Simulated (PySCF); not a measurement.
CH₄Si, SMILES C=[SiH2] (connectivity only; charge and spin as stated), charge +1, multiplicity 2.

Coordinates come from a B3LYP-D3(BJ)/def2-TZVP optimisation. The spin state was assumed, not searched.

Two levels are set side by side: PBE/def2-TZVPD (PySCF) and CAM-B3LYP/def2-TZVPD (PySCF). Same geometry, gas phase. Differences are taken from unrounded values.

```json
[
 {"quantity": "α-spin orbital gap (eV)", "CAM-B3LYP": "8.48", "PBE": "4.04", "PBE minus CAM-B3LYP": "-4.44"},
 {"quantity": "β-spin orbital gap (eV)", "CAM-B3LYP": "8.67", "PBE": "3.51", "PBE minus CAM-B3LYP": "-5.16"},
 {"quantity": "mean polarisability (bohr³)", "CAM-B3LYP": "32.6", "PBE": "33.4", "PBE minus CAM-B3LYP": "0.8"}
]
```

Rough cost on one machine, each run with all the roots and properties that it gave: CAM-B3LYP against PBE within a factor of 2.
